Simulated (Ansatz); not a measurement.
(MgS)4 ring (Mg₄S₄). Charge 0, multiplicity 1. Geometry PBE0-D4/def2-SVP.

```xyz
8

Mg    1.946    1.033    1.133
Mg   -0.090   -1.755    1.755
Mg   -1.947   -1.032   -1.132
Mg    0.091    1.755   -1.755
S     1.708   -0.661    2.653
S    -1.874   -2.561    0.570
S    -1.708    0.661   -2.654
S     1.874    2.562   -0.569
```

Another isomer (singlet) lies 1.95 eV lower at PBE0-D4/def2-TZVP; other spin states weren't run for this one.

(1) Estimate the orbital energies around the gap (eV) in Ansatz with HF/STO-3G, PBE-D4/def2-SVP, PBE-D4/def2-TZVP, PBE0-D4/def2-TZVP, ωB97M-V/def2-TZVP.

Answers

(1) 
```
orbital  HF/STO-3G  PBE-D4/def2-SVP  PBE-D4/def2-TZVP  PBE0-D4/def2-TZVP  ωB97M-V/def2-TZVP
 HOMO−9      -6.43            -7.68             -7.60              -8.77             -10.93
 HOMO−8      -6.07            -7.55             -7.50              -8.67             -10.92
 HOMO−7      -4.92            -7.04             -6.91              -8.03             -10.05
 HOMO−6      -4.52            -6.71             -6.65              -7.75              -9.80
 HOMO−5      -4.52            -6.71             -6.64              -7.75              -9.79
 HOMO−4      -4.44            -6.39             -6.37              -7.44              -9.53
 HOMO−3      -4.11            -6.22             -6.19              -7.33              -9.44
 HOMO−2      -4.11            -6.00             -6.00              -7.12              -9.27
 HOMO−1      -3.93            -6.00             -6.00              -7.12              -9.27
   HOMO      -3.78            -5.79             -5.83              -6.94              -9.04
   LUMO       8.95            -2.98             -3.01              -2.41              -1.03
 LUMO+1      10.03            -2.24             -2.24              -1.60              -0.23
 LUMO+2      10.04            -1.86             -1.90              -1.20               0.13
 LUMO+3      10.88            -1.86             -1.90              -1.19               0.14
 LUMO+4      11.90            -0.99             -1.11              -0.53               0.71
 LUMO+5      13.29            -0.69             -0.76              -0.04               1.04
```
